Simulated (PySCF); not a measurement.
C3H10OSi2, SMILES C[SiH2][SiH2]C(C)=O.

Geometry: ωB97X-D3(BJ)/def2-SVP. The structure was generated by enumeration, and PubChem lists no compound with its InChIKey, so it may never have been made. The values are those of a single conformer.

The numbers are results of B3LYP/def2-TZVP (PySCF), not measurements.

total energy: -774.68385 hartree
point group: Cs
highest occupied level: -6.64 eV
lowest empty level: -1.41 eV
orbital gap: 5.22 eV
dipole moment: 2.33 D
quadrupole, principal values (traceless, Buckingham form, about the centre of nuclear charge): -9.83, 0.04, 9.79 D·Å
mean static polarisability: 97.5 bohr³ (14.45 Å³)
polarisability, principal values: 77.0, 95.4, 120.1 bohr³
